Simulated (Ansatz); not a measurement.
A nudged elastic band was laid between two geometries of a periodic cell of 19 atoms, SiC₁₈ (surface graphene monolayer, adsorbate Si).

Method: DFT PBE, scalar-relativistic, plane waves, PAW in Ansatz. Settings: cutoff 420 eV, k mesh 2x2x1, fermi-dirac smearing 0.02 eV, spin collinear.

* movable images: 3
* climbing image: yes
* spring: 5.0 eV/Å²
* optimiser: quadratic models (default)
* start path: IDPP
* force threshold: 0.03 eV/Å
* iteration limit: 80
* end points: relaxed

First end point:

```xyz
19
Lattice="7.3980 0.0000 0.0000 -3.6990 6.4069 0.0000 0.0000 0.0000 11.0000" Properties=species:S:1:pos:R:3
C 0.032 0.012 0.952
C 1.265 0.716 0.946
C -1.208 2.144 0.945
C 0.025 2.849 0.952
C -2.433 4.278 1.000
C -1.210 4.989 1.000
C 2.495 0.006 0.982
C 3.726 0.723 0.989
C 1.259 2.135 0.947
C 2.491 2.836 1.004
C 0.016 4.266 1.015
C 1.252 4.996 1.056
C 4.964 0.025 1.004
C 6.195 0.725 0.947
C 3.729 2.138 0.989
C 4.959 2.854 0.982
C 2.504 4.271 1.056
C 3.739 5.001 1.016
Si 1.879 4.637 3.069
```

Last end point:

Only the atoms that move by more than 0.05 Å are listed.
```
C1 0.032 0.025 1.004
C5 -2.428 4.271 1.056
C10 2.491 2.849 0.952
C12 1.256 4.989 1.000
Si19 4.345 4.637 3.069
```

Q: Which bonds break or form, and what moves?

A: The atom that moves furthest is Si19, by 2.47 Å; four of its nearest neighbours are C12 2.14, C17 2.14, C18 2.79, C11 2.80 Å at the first end and C18 2.14, C5 2.14, C6 2.79, C17 2.80 Å at the last.

Q: Give the energies along the band, and the barrier.

A: The run converged. The highest image is number 3 of 0 to 4, 0.043 eV above the ends, which have the same energy within 2 meV. The profile has 2 maxima (images 1, 3) with wells between them (image 2): this band takes more than one step, which may be the mechanism or a detour left from its start path. By the program's own check the climbing image is of a kind that is not told: the force calls were inconclusive, a negative curvature could not be distinguished from the path's own, the only one lies far off the path, or fixed occupations may fill a level only in part (lowest curvatures found: -1.33 and 1.08 eV/Å²). Limits of this set-up: coarse k mesh, slab without dipole correction, a typed lattice constant that wasn't relaxed here.

| image | path coordinate (Å) | energy (eV) | C12–Si19 (Å) | C17–Si19 (Å) | C5–Si19 (Å) |
| --- | --- | --- | --- | --- | --- |
| 0 | 0.00 | 0.000 | 2.14 | 2.14 | 3.73 |
| 1 | 0.62 | 0.043 | 2.34 | 2.07 | 3.20 |
| 2 | 1.24 | 0.000 | 2.80 | 2.14 | 2.80 |
| 3 | 1.86 | 0.043 | 3.21 | 2.34 | 2.33 |
| 4 | 2.48 | 0.000 | 3.73 | 2.80 | 2.14 |

Q: What is the geometry of the highest image?

A: 
```xyz
19
Lattice="7.3980 0.0000 0.0000 -3.6990 6.4069 0.0000 0.0000 0.0000 11.0000" Properties=species:S:1:pos:R:3:forces:R:3
C 0.028 0.034 0.955 0.00 0.00 0.00
C 1.264 0.727 0.947 0.00 0.00 0.00
C -1.204 2.147 0.970 0.00 0.00 0.00
C 0.028 2.858 1.002 -0.01 0.00 0.00
C -2.433 4.273 1.069 0.00 0.00 0.00
C -1.196 4.999 1.034 0.00 0.00 0.00
C 2.494 0.009 0.970 0.00 0.00 0.00
C 3.727 0.715 0.942 0.00 0.00 0.00
C 1.260 2.147 0.971 0.01 0.00 0.00
C 2.496 2.841 0.986 0.00 0.00 0.00
C 0.028 4.285 1.033 0.00 0.00 0.00
C 1.252 4.999 1.035 0.00 0.00 0.00
C 4.960 0.009 0.971 0.00 0.00 0.00
C 6.190 0.727 0.947 0.00 0.00 0.00
C 3.727 2.133 0.936 0.00 0.00 0.00
C 4.958 2.841 0.986 -0.01 0.00 0.00
C 2.489 4.274 1.070 0.00 0.00 0.00
C 3.727 5.010 0.998 0.00 0.00 0.00
Si 3.729 4.575 3.027 0.00 0.00 0.00
```

Time of the run: 4 min on 2 threads of AMD EPYC 9R45 96-Core Processor (Zen 5), on a shared host, peak memory 1.8 GiB.
